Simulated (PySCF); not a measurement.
The numbers are results of PBE-D3(BJ)/def2-TZVP (PySCF), not measurements. All species are isolated molecules in the gas phase. One relaxed conformer stands for a flexible species; it need not be the lowest. Excitations are Tamm–Dancoff values on a coarser integration grid. The basis has no diffuse functions, so Rydberg states are missing or too high.

Reference species (SMILES): `[SiH3]/C=N\[SiH3]` (neutral, multiplicity 1).

The S1 excitation (TDA) comes out as 3.16 eV and the S1 oscillator strength is 0.000.

Changed species: `C/[SiH]=[SiH]/N`.

Predict the effect on the S1 excitation (TDA) and S1 oscillator strength.

the S1 excitation (TDA) rises by 0.40 eV, to 3.56 eV; the S1 oscillator strength rises by 0.014, to 0.014.
